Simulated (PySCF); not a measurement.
**Partial charges of cyclopentylacetylene**

Species: cyclopentylacetylene, C7H10.
Geometry (PBE0-D3(BJ)/def2-SVP, Å), atoms numbered from 1 in this order:
```
atom  x, y, z in Å
C1     3.273    0.767   -0.193
C2     2.145    0.531    0.180
C3     0.785    0.246    0.622
C4    -0.273    1.273    0.109
C5    -1.260    0.459   -0.730
C6    -1.220   -0.927   -0.093
C7     0.271   -1.138    0.150
H8     4.274    0.976   -0.522
H9     0.791    0.266    1.724
H10   -0.787    1.724    0.972
H11    0.194    2.095   -0.453
H12   -2.266    0.904   -0.759
H13   -0.904    0.390   -1.772
H14   -1.670   -1.712   -0.718
H15   -1.766   -0.916    0.866
H16    0.498   -1.933    0.875
H17    0.767   -1.406   -0.796
```

Density: PBE0/pcSseg-1 (PySCF); schemes: Mulliken, IAO, Hirshfeld and ESP-fitted. Isolated species at its PBE0-D3(BJ)/def2-SVP geometry (one conformer only).

What partial charge does each atom carry?

In e:

```csv
atom,environment,Mulliken,IAO,Hirshfeld,ESP-fitted
C1,terminal alkyne carbon,-0.417,-0.267,-0.137,-0.353
C2,alkyne carbon,+0.321,-0.025,-0.040,-0.287
C3,propargylic carbon,-0.339,-0.130,-0.008,+0.482
C4,ring CH2 carbon,-0.165,-0.255,-0.062,-0.169
C5,ring CH2 carbon,-0.222,-0.255,-0.068,-0.061
C6,ring CH2 carbon,-0.249,-0.255,-0.068,-0.091
C7,ring CH2 carbon,-0.150,-0.249,-0.064,-0.165
H8,alkyne hydrogen,+0.058,+0.197,+0.089,+0.285
H9,methine hydrogen,+0.154,+0.157,+0.048,-0.020
H10,methylene hydrogen,+0.123,+0.134,+0.038,+0.033
H11,methylene hydrogen,+0.136,+0.146,+0.039,+0.069
H12,methylene hydrogen,+0.125,+0.136,+0.040,+0.034
H13,methylene hydrogen,+0.123,+0.130,+0.037,+0.047
H14,methylene hydrogen,+0.128,+0.137,+0.041,+0.041
H15,methylene hydrogen,+0.115,+0.125,+0.036,+0.041
H16,methylene hydrogen,+0.130,+0.139,+0.041,+0.034
H17,methylene hydrogen,+0.128,+0.138,+0.036,+0.080
```

Mean size of the charges over all atoms: Mulliken 0.181 e, IAO 0.169 e, ESP-fitted 0.135 e, Hirshfeld 0.053 e. Each set sums to the total charge, 0, to within 0.001 e. The ESP scheme fits charges at the nuclei, held to the total charge, to the electrostatic potential on points at 1.4 to 2.0 times the van der Waals radii.

Lowest charge. All schemes agree: Mulliken C1 (-0.417); IAO C1 (-0.267); Hirshfeld C1 (-0.137); ESP-fitted C1 (-0.353).

Highest charge. The schemes don't all agree: Mulliken C2 (+0.321); IAO H8 (+0.197); Hirshfeld H8 (+0.089); ESP-fitted C3 (+0.482).

How closely do the schemes follow one another over all atoms?

Correlation coefficient and root-mean-square difference: IAO with Hirshfeld 0.94, 0.126 e; Mulliken with IAO 0.83, 0.115 e; Mulliken with Hirshfeld 0.73, 0.165 e; Hirshfeld with ESP-fitted 0.66, 0.156 e; IAO with ESP-fitted 0.46, 0.193 e; Mulliken with ESP-fitted 0.06, 0.269 e.

How many electrons does the IAO scheme count on C1?

Z − q = 6 − (-0.267) = 6.267.
